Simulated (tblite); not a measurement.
Input of a run (GFN2-xTB geometry optimisation, gas phase (tblite 0.8.0)), started from a force field or distance geometry:
```
{"job": {"kind": "relax", "xc": "GFN2-xTB", "basis": "xTB"}, "charge": 0, "multiplicity": 2}
O      3.174600     0.527100    -0.979600
C      2.220400     0.291900    -0.003300
O      2.624100     0.208100     1.191300
C      0.822400     0.125400    -0.268800
C     -0.359500    -0.017200    -0.463300
C     -1.815500    -0.200500    -0.716600
F     -2.570400     0.331600     0.315800
F     -1.999100    -1.567400    -0.816900
H     -2.083500     0.307000    -1.652800
```

Output (eV, eV/Å):
```
step      E/eV     max force
  0    -720.20869    5.507
  1    -720.83537    3.028
  2    -720.72028   10.574
  3    -721.21345    2.113
  4    -721.33193    1.063
  5    -721.38623    1.352
  6    -721.38075    1.850
  7    -721.40073    0.299
  8    -721.40444    0.249
  9    -721.41298    0.546
 10    -721.41646    0.450
 11    -721.41960    0.132
 12    -721.42083    0.144
 13    -721.42165    0.132
 14    -721.42228    0.096
 15    -721.42278    0.074
 16    -721.42340    0.093
 17    -721.42448    0.122
 18    -721.42619    0.157
 19    -721.42795    0.138
 20    -721.42919    0.084
 21    -721.42965    0.048
 22    -721.42981    0.047
 23    -721.43008    0.038
 24    -721.43021    0.028
 25    -721.43027    0.022
 26    -721.43031    0.025
 27    -721.43040    0.035
 28    -721.43058    0.049
 29    -721.43091    0.073
 30    -721.43133    0.078
 31    -721.43167    0.053
 32    -721.43181    0.030
 33    -721.43186    0.027
 34    -721.43191    0.029
 35    -721.43196    0.026
 36    -721.43199    0.019
 37    -721.43202    0.016
 38    -721.43205    0.015
 39    -721.43206    0.016
 40    -721.43207    0.013
 41    -721.43208    0.011
 42    -721.43210    0.012
 43    -721.43211    0.011
 44    -721.43211    0.010
```

Problem. Summarise the run.

Solution. The energy falls by 1.223 eV over 44 L-BFGS steps, the largest force on an atom goes from 5.51 to 0.010 eV/Å, and the atoms move by 0.148 Å rms after alignment. The bond that changes most is O1–C2 (ends: oxygen bonded to C; carbon bonded to C and 2 O), which shortens by 0.173 Å. Bonds longer at the end by more than 0.005 Å: 2 of 8; shorter: 6. Among the angles that change most is O1–C2–O3, from 117.2° to 143.6°. The energy rose by more than 1e-5 eV at steps 2 and 6. The first step brought 51 % of the lowering.

Problem. What are the final bond lengths?

Solution. O1–C2 1.213 Å, C2=O3 1.199 Å, C2–C4 1.547 Å, C4≡C5 1.198 Å, C5–C6 1.466 Å, C6–F7 1.347 Å, C6–F8 1.347 Å, C6–H9 1.105 Å. Numbering counts from 1 in the input's order; the species is `C(#CC(F)F)C([O])=O` [radical].

The run took 0.14 s of wall time on Arm Neoverse V2, one thread, on a shared host.

Its lowest GFN2-xTB frequency is 9i cm⁻¹, too small to tell a flat minimum from a shallow saddle. 2 starts were optimised and ended at 0.00 and 0.02 kcal/mol (GFN2-xTB); the lowest of these is shown.

The numbers are calculated, not measured.
